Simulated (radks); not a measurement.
Q: Tb2+, configuration [Xe] 4f9. Calculated with a radial shooting solver on a logarithmic mesh with Libxc functionals: scalar-relativistic Kohn-Sham, AM05, spin-unpolarised, spherical densities, finite nucleus; Fermi nuclear charge, rms radius 5.06 fm. Some entries of the table are withheld. Estimate them.

orbital,occ.,eigenvalue (hartree),<r^2> (bohr^2),<r> (bohr)
1s,2,-1904.364,0.0006324,0.02152
2s,2,-316.1604,0.009900,0.09156
2p,6,(1),0.007992,0.08091
3s,2,-70.49526,0.06559,0.2396
3p,6,-59.68303,0.06578,0.2382
3d,10,-45.57071,(2),0.2166
4s,2,-14.34737,0.3314,0.5418
4p,6,(3),0.3750,0.5740
4d,10,-5.89695,0.4525,0.6242
5s,2,-2.25796,1.975,1.325
5p,6,-1.42226,2.759,1.559
4f,9,(4),1.078,0.8919
6s,0,-0.51642,13.24,3.438
5d,0,(5),7.126,2.464

A: 
(1) 2p eigenvalue (hartree): -281.1074
(2) 3d <r^2> (bohr^2): 0.05511
(3) 4p eigenvalue (hartree): -10.78616
(4) 4f eigenvalue (hartree): -0.61985
(5) 5d eigenvalue (hartree): -0.49478
